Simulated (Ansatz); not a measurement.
C2H6FIn can be A, `C[CH](F)[InH2]`, or B, `C[CH2][InH][F]`.

Calculated with Ansatz (gas phase, PBE0-D4/def2-TZVP geometries, no zero-point term in ΔE). CCSD(T)/CBS is the MP2 limit (def2-TZVPP, def2-QZVPP) plus CCSD(T) − MP2 in def2-TZVPP, frozen cores. DFT in def2-TZVPP. B3LYP here is the variant with VWN-RPA as its local correlation; programs differ in this. Elements past krypton have def2 core potentials. For In outer-core shells are correlated without core-valence functions, which leaves a few kJ/mol of doubt a bond. One conformer a species, not always the lowest.

A:

```xyz
10

C     0.241   -1.362   -0.100
C    -0.654   -0.155   -0.036
F    -1.342   -0.165    1.200
In    0.336    1.806   -0.004
H    -0.333   -2.285    0.033
H     1.021   -1.331    0.663
H     0.729   -1.408   -1.079
H    -1.426   -0.209   -0.808
H     1.818    1.926    0.879
H    -0.389    3.184   -0.749
```

B:

```xyz
10

C    -0.935   -0.522    0.780
C    -0.594    0.264   -0.478
In    1.518    0.464   -0.791
F     2.411    0.023    0.914
H    -0.462   -0.096    1.666
H    -2.016   -0.537    0.950
H    -0.601   -1.560    0.714
H    -1.030   -0.190   -1.372
H    -0.992    1.282   -0.430
H     2.700    0.873   -1.953
```

Problem. Which is lower in electronic energy at CCSD(T)/CBS, and by how much? (Best estimate.)

Solution. The calculation gave: B, by 186.0 kJ/mol.

Problem. Give E(B) − E(A) in kJ/mol with r2SCAN-D4, BLYP-D4, CCSD(T)/def2-SVP, B2PLYP, CCSD/def2-TZVPP, B3LYP-D4, CCSD(T)/def2-TZVPP. (An estimate is asked.)

Solution. The calculation gave: r2SCAN-D4 -176.6, BLYP-D4 -174.0, CCSD(T)/def2-SVP -167.3, B2PLYP -180.3, CCSD/def2-TZVPP -174.6, B3LYP-D4 -173.4, CCSD(T)/def2-TZVPP -175.5. None reverses the order clearly.

Problem. Does the order hold for the free energy at 298.15 K (harmonic terms from PBE0-D4)? (Best estimate.)

Solution. Ansatz gave: Yes: G(B) − G(A) = -177.2 kJ/mol, for one conformer each. Modes under 60 cm⁻¹, often nearly free rotors, make the harmonic entropy too high.

Largest T1 diagnostic: 0.014.

Leaving LDA and LC-ωPBE aside and taking each functional with its dispersion term where it has one, the values, not all of them listed here, spread over 10.0 kJ/mol, from B2PLYP to B97M-V. LDA lies +11.4 kJ/mol from PBE without D4. In def2-TZVPP, CCSD(T) changes the Hartree–Fock value by −7.0 kJ/mol (the triples alone add −0.9 kJ/mol) and MP2 by −21.1 kJ/mol.
